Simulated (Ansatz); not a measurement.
## A family of molecules: the atomisation energy (no zero-point term)

One atom is swapped for its congeners: C8H12Si (tetravinylsilane) `C=C[Si](C=C)(C=C)C=C`; C8H12Ge `C=[CH][Ge]([CH]=C)([CH]=C)[CH]=C`; C8H12Sn `C=[CH][Sn]([CH]=C)([CH]=C)[CH]=C`. All are singlets with charge 0.

Shapes, held fixed at every level: PBE0-D4/def2-TZVP. Flexible molecules stand in one conformer, not always the lowest. Programs: Ansatz 0.2.0. Values in eV.

Task: How should the atomisation energy change along the series?

Result: At MP2/def2-TZVPP the atomisation energy falls at every step, from 91.29 to 87.90 eV. Every level shows the same order. For atoms past krypton def2 sets carry core potentials with scalar relativity. Relativity is left out for Ge unless named. Correlated rows may include outer-core shells of Ge, Sn, which these sets cover unevenly. Spin-orbit coupling, which grows down the group, is left out (summed over each molecule's free atoms 0.05, 0.15, 0.34 eV).

```
                level  C8H12Si  C8H12Ge  C8H12Sn
        HF/def2-TZVPP    68.96    67.18    65.34
    PBE-D4/def2-TZVPP    94.28    92.58    90.73
  B3LYP-D4/def2-TZVPP    92.27    90.45    88.60
  BHLYP-D4/def2-TZVPP    89.88    88.05    86.19
r2SCAN0-D4/def2-TZVPP    91.21    89.48    87.50
   wB97X-V/def2-TZVPP    92.03    90.35    88.54
       MP2/def2-TZVPP    91.29    89.90    87.90
```
